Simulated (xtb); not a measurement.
chlorocyclobutane (C₄H₇Cl), SMILES ClC1CCC1. All values are semi-empirical tight-binding results from xtb (GFN2-xTB unless named), good for trends rather than for accurate numbers. Geometry optimised at GFN2-xTB.

Computed properties:
The point group as xtb finds it is Cs and the orbital gap is 6.95 eV. The dipole moment comes out as 2.36 D and the zero-point energy is 62.9 kcal/mol. The G − E(el) at 298.15 K (modified RRHO) is 44.8 kcal/mol, the static polarisability (D4 model) is 58.6 bohr³ and the solvation energy, GFN2-xTB/ALPB(water) is -1.8 kcal/mol. The solvation energy, GFN2-xTB/ALPB(ether) is -4.8 kcal/mol.
